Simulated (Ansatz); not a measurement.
The same path of Cl4H4OSiTi (11 atoms, charge 0, multiplicity 1) was run 3 times with different band settings. Lost on the way: Ti1–Cl2, O6–H11. Made: Cl2–H11.

Theory: Ansatz, RHF/def2-SVP.

Relaxed end points:

```xyz
11
Properties=species:S:1:pos:R:3
Ti -0.011 0.036 0.070
Cl 0.432 -0.021 2.265
Cl 2.051 0.397 -0.578
Cl -0.934 1.868 -0.732
Cl -0.363 -1.796 -1.139
O -2.048 -0.427 0.856
Si -3.499 -0.946 0.115
H -3.575 -2.413 0.180
H -4.592 -0.342 0.900
H -3.477 -0.451 -1.265
H -2.045 -0.340 1.802
```

```xyz
11
Properties=species:S:1:pos:R:3
Ti -0.282 -0.356 -0.877
Cl -1.668 1.206 2.888
Cl 1.129 -0.640 0.809
Cl -0.235 1.732 -1.546
Cl 0.260 -1.691 -2.532
O -1.854 -0.743 -0.339
Si -3.407 -1.076 0.230
H -4.039 -1.994 -0.738
H -3.282 -1.717 1.550
H -4.151 0.194 0.307
H -0.531 0.653 2.723
```

Common settings: movable images 5; climbing image yes; spring 5.0 eV/Å²; optimiser quadratic models (default); start path through a guess of the saddle point; force threshold 0.05 eV/Å; end points relaxed.

| run | iteration limit |
| --- | --- |
| 1 | 37 |
| 2 | 6 |
| 3 | 3 |

Task: What does each run give, and how far can it be trusted?

Result: Run 1: converged after 30 iterations, highest image 1.041 eV above the first end. A vibrational analysis at the climbing image gives one clearly imaginary mode, 1436i cm⁻¹: a first-order saddle point.
Run 2: not converged after 6 iterations, highest image 1.395 eV above the first end. The band didn't meet its force threshold, so its energies are provisional: the largest band force was still 4.69 eV/Å, and over the last iterations the top moved between 1.39 and 2.37 eV.
Run 3: not converged after 3 iterations, highest image 7.000 eV above the first end. The band didn't meet its force threshold, so its energies are provisional: the largest band force was still 37.36 eV/Å, and over the last iterations the top moved between 7.00 and 42.56 eV. Neighbouring images lie up to 1.7 Å apart, so the band is torn or far too coarse.
The orbitals stay closed-shell, which can raise the energy where a bond breaks towards radicals; this wasn't checked here.
